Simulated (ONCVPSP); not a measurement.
Before and after: ONCV potential for germanium

```json
{"Element": "germanium (Ge)", "Generator": "ONCVPSP 4.0.1", "Type": "optimised norm-conserving Vanderbilt (ONCV)", "Functional": "PBEsol", "Relativity": "scalar-relativistic", "Frozen core": "[Ne]", "Valence charge": "22", "Reference configuration": "3s2 3p6 3d10 4s2 4p0.5 (charge +1.5)", "Partial waves": "3s+4s: rc 0.85 bohr, ncon 4, nbas 7, qcut 11.9 1/bohr, 2 projectors; 3p+4p: rc 1.10 bohr, ncon 5, nbas 9, qcut 15.2 1/bohr, 2 projectors; 3d: rc 0.70 bohr, ncon 3, nbas 8, qcut 20.2 1/bohr, 2 projectors, debl 2.4 Ha", "Local potential": "polynomial inside 0.60 bohr (lpopt 5, dvloc0 0 Ha)", "Core correction": "none"}
```

All-electron outer shells of the reference configuration (PBEsol, scalar-relativistic, ld1.x):

| shell | level (eV) | outermost node (bohr) | outermost maximum (bohr) |
| --- | --- | --- | --- |
| 2s | -1384.97 | 0.06 | 0.18 |
| 2p | -1212.43 | – | 0.14 |
| 3s | -182.43 | 0.26 | 0.54 |
| 3p | -129.74 | 0.23 | 0.54 |
| 3d | -43.58 | – | 0.50 |
| 4s | -24.47 | 0.77 | 1.69 |
| 4p | -15.41 | 0.82 | 2.03 |

Change: p: rc 0.96.

Cutoffs: the cutoffs (Ha) at which the residual kinetic energy of the hardest occupied pseudo-wave falls to 1 and 0.1 mHa per electron; they do not see the model core or the augmentation charge, which bear on the density cutoff. Errors are all-electron minus pseudo energies relative to the spin-unpolarised reference configuration.

How do hardness, ghosts and transferability respond?

The potential gets neither clearly harder nor softer (167 Ha and 187 Ha → 167 Ha and 187 Ha); the errors of the 4 common tests hardly move; neither file shows a bound ghost.

| quantity | base | changed |
| --- | --- | --- |
| cutoff, loose | 167 Ha | 167 Ha |
| cutoff, tight | 187 Ha | 187 Ha |
| loose cutoff by channel | s 66 Ha, p 61 Ha, d 167 Ha | s 66 Ha, p 58 Ha, d 167 Ha |
| bound ghosts | none | none |
| GHOST(+) flags under 300 eV | none | none |
| error for 3s2 3p6 3d10 4s2 4p2, meV [ΔE -14.11 eV] | +1.4 | +1.3 |
| error for 3s2 3p6 3d10 4s2 4p1, meV [ΔE -6.66 eV] | +0.7 | +0.6 |
| error for 3s2 3p6 3d10 4s2 4p0, meV [ΔE 8.79 eV] | -0.9 | -0.8 |
| error for 3s2 3p6 3d9 4s2 4p3, meV [ΔE 15.52 eV] | +10 | +9.2 |
| s: phases at 0.86 bohr within 0.05 rad from the reference energy up to (Ha; the scan ends near 5) | to the end of the scan | to the end of the scan |
| d: phases at 0.71 bohr within 0.05 rad from the reference energy up to (Ha; the scan ends near 5) | to the end of the scan | to the end of the scan |
